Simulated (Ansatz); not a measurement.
The first iterations of a band of CH6AlBClNS (12 atoms, charge 0, multiplicity 1).

All numbers below come from RKS CAM-B3LYP-D4/6-31G* in Ansatz 0.2.0.

```
movable images  : 5
climbing image  : yes
spring          : 5.0 eV/Å²
optimiser       : quadratic models (default)
start path      : IDPP
force threshold : 0.05 eV/Å
iteration limit : 52
end points      : relaxed
```

Initial state:

```xyz
12
Properties=species:S:1:pos:R:3
B -1.432 0.292 0.568
C -0.044 -0.225 0.503
N 0.460 -0.857 -0.791
S 1.037 -0.522 1.890
Al 0.778 1.070 -0.860
Cl -0.354 2.052 -2.346
H -2.142 0.224 -0.395
H -1.817 0.817 1.566
H 1.223 -1.512 -0.631
H -0.285 -1.302 -1.323
H 0.402 -1.592 2.411
H 2.252 1.501 -0.559
```

Final state:

```xyz
12
Properties=species:S:1:pos:R:3
B -1.423 0.342 0.550
C -0.077 -0.265 0.483
N 0.397 -0.864 -0.828
S 1.007 -0.604 1.858
Al 0.578 1.084 -0.940
Cl 2.589 1.637 -0.603
H -2.113 0.360 -0.432
H -1.797 0.855 1.558
H 1.234 -1.431 -0.707
H -0.324 -1.396 -1.310
H 0.297 -1.615 2.399
H -0.290 1.841 -1.995
```

| iteration | highest image above the first end (eV) | largest band force component (eV/Å) |
| --- | --- | --- |
| 1 | 1.111 | 0.732 |
| 2 | 1.004 | 0.540 |
| 3 | 0.946 | 0.883 |
| 4 | 0.900 | 0.263 |

**Question.** Does the band converge within its limit, and where does its top end?

**Answer.** The forces met the threshold. It ended after 14 iterations with the highest image 0.770 eV above the first end. A vibrational analysis at the climbing image gives one clearly imaginary mode, 126i cm⁻¹: a first-order saddle point.

Time of the run: 6.7 min on 2 threads of Arm Neoverse V1, with other jobs on the host, peak memory 0.37 GiB.
